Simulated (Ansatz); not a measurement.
Cost and result for the atomization energy of `[BH]1O[CH2][AlH]1` (8 atoms, 8 bonds).

```xyz
8

B    -0.808   -1.127   -0.434
O    -0.409   -0.772    0.810
C     0.409    0.450    0.833
Al    0.234    0.579   -1.156
H    -1.480   -2.108   -0.571
H     1.370    0.203    1.292
H    -0.088    1.175    1.483
H     0.770    1.600   -2.258
```

Total charge 0; spin multiplicity 1. The structure was optimised at the PBE0-D4/def2-TZVP level. Program: Ansatz. All runs use 4 threads of a server CPU on a shared host. Times are those of one run each, without the atoms' runs, and a repeat can differ threefold. Electronic energies, without spin–orbit coupling; frozen cores. CCSD(T)/CBS adds CCSD(T) − MP2 in def2-TZVPP to the MP2 limit, and its time is that of the two runs behind it. T1 = 0.016. B3LYP takes the VWN-RPA correlation (the form of Gaussian; ORCA's B3LYP/G).

CCSD(T)/CBS is a level of theory with its own doubt, some kJ/mol a heavy atom from the limit and from the frozen cores, so smaller differences don't rank the functionals.

```csv
level,functions,wall time
LDA (SPW92)/def2-TZVPP,191,0.85 s
CCSD(T)/def2-SVP,80,1.2 s
revPBE-D4/def2-TZVPP,191,1.3 s
PBE0-D4/def2-TZVPP,191,1.8 s
B3LYP-D4/def2-TZVPP (with forces),191,2.4 s
B2PLYP/def2-TZVPP,191,3 s
r2SCAN-D4/def2-TZVPP (with forces),191,3.2 s
r2SCANh-D4/def2-TZVPP,191,3.4 s
ωB97X-V/def2-TZVPP,191,4.8 s
ωB97M-V/def2-TZVPP (with forces),191,6.5 s
MP2/def2-QZVPP,361,9.5 s
CCSD(T)/def2-TZVPP,191,26 s
CCSD(T)/CBS(def2),–,35 s
```

**Question.** What atomization energy does each give, and how far from CCSD(T)/CBS? (Best estimate.)

**Answer.** Ansatz gave: 
| level | atomization (kcal/mol) | difference from CCSD(T)/CBS | per bond |
| --- | --- | --- | --- |
| LDA (SPW92)/def2-TZVPP | 771.7 | 102.8 | 12.8 |
| CCSD(T)/def2-SVP | 636.1 | -32.8 | -4.1 |
| revPBE-D4/def2-TZVPP | 667.1 | -1.8 | -0.2 |
| PBE0-D4/def2-TZVPP | 671.5 | 2.6 | 0.3 |
| B3LYP-D4/def2-TZVPP (with forces) | 669.6 | 0.7 | 0.1 |
| B2PLYP/def2-TZVPP | 663.5 | -5.4 | -0.7 |
| r2SCAN-D4/def2-TZVPP (with forces) | 675.3 | 6.4 | 0.8 |
| r2SCANh-D4/def2-TZVPP | 670.0 | 1.1 | 0.1 |
| ωB97X-V/def2-TZVPP | 673.4 | 4.5 | 0.6 |
| ωB97M-V/def2-TZVPP (with forces) | 673.7 | 4.8 | 0.6 |
| MP2/def2-QZVPP | 676.4 | 7.5 | 0.9 |
| CCSD(T)/def2-TZVPP | 651.6 | -17.3 | -2.2 |
| CCSD(T)/CBS(def2) | 668.9 | 0.0 | 0.0 |

At CCSD(T), def2-SVP lies −32.7 kcal/mol from the extrapolated value and def2-TZVPP −17.3 kcal/mol: correlation converges slowly with the basis, and small sets miss more of it in the bonded molecule than in its fragments. From r2SCAN to r2SCAN0 (25 % exact exchange), in def2-TZVPP and without D4, the atomization energy moves by −13.0 kcal/mol: exact exchange takes away binding that semilocal exchange gives to molecules. The D4 term adds +5.1 kcal/mol with B3LYP and +2.6 kcal/mol with PBE0; it sums over pairs of atoms, weighted by their polarisabilities, and B3LYP, whose exchange is more repulsive, gets the larger term.
